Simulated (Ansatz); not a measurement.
Relaxed structures of CdH₂SO, singlet (PBE0-D4/def2-TZVP; forces vanish, vibrations not checked; lower isomers may exist, and structures with a doubtful reference or unclear bonds are left out; Å). Ansatz 0.2.0; basis: def2-TZVPP; cores frozen in the correlated methods. Filled d shells of the heavier atoms are correlated. Core potentials replace the inner electrons of the atoms past krypton.

Problem. Rank them by CCSD(T) energy, lowest first, and give each one's height above the lowest. Links in brackets join atoms within 1.22 times the sum of their covalent radii (1.1 for two metals). (To be estimated.)
A.
CdH₂SO ([OH][Cd][SH])
```
5
angstrom
O -0.5729 -1.6754 1.0725
Cd -0.2253 0.0447 0.1819
S 0.1909 2.1318 -0.7372
H -0.8756 -2.3575 0.4689
H 1.4828 1.8564 -0.9861
```
B.
CdH₂SO ([OH2][Cd][S])
```
5
angstrom
O -0.4785 -1.8063 1.0826
Cd -0.1203 0.2436 0.1315
S 0.1707 2.2344 -0.7845
H -0.9648 -2.4738 0.5880
H -0.7786 -1.8528 1.9962
```
C.
CdH₂SO ([OH][S][CdH])
```
5
angstrom
O -1.0098 -1.0417 0.7303
Cd 0.8730 1.1036 -0.4488
S 0.6601 -0.8218 0.9114
H -1.1152 -1.7890 0.1334
H 0.9818 2.4658 -1.4015
```

Solution. The calculation gives: A (0.00 kcal/mol), B (28.44 kcal/mol), C (36.93 kcal/mol). Heights count from the lowest.

T1 diagnostic: at most 0.019.

For scale, one of the runs: CCSD(T)/def2-TZVPP, 157 basis functions, launched by `ansatz run in.yaml --threads 2 --pin off --events-out ev --progress --plain --max-ram 4352MiB`. Hardware: 2 CPU threads of an Arm Neoverse V2, shared host. Wall time 68 s; peak host memory 1.4 GiB.
